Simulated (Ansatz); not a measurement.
Reaction (substitution at a C–O bond): `CCOC(F)F` + `CBO` → `CBOCC` + `OC(F)F`

Program: Ansatz. Geometries: PBE0-D4/def2-TZVP. ΔE: electronic, gas phase. CCSD(T)/CBS adds triple-zeta CCSD(T) − MP2 to the extrapolated MP2 energy (def2 sets, frozen cores). Functionals use def2-TZVPP. Each species was taken in one conformer, which may not be the lowest.

| level | ΔE (eV) |
| --- | --- |
| revPBE-D4 | -0.05 |
| HF/def2-TZVPP | 0.00 |

**Question.** What does CCSD(T)/CBS give? (An estimate is asked.)

**Answer.** The calculation gave: -0.02 eV. The listed levels differ from it by -0.03, 0.02 eV.

Largest T1 diagnostic among the species: 0.012.

Leaving LDA and LC-ωPBE aside and taking each functional with its dispersion term where it has one, the values, not all of them listed here, spread over 0.05 eV, from BLYP-D4 to B97M-V.
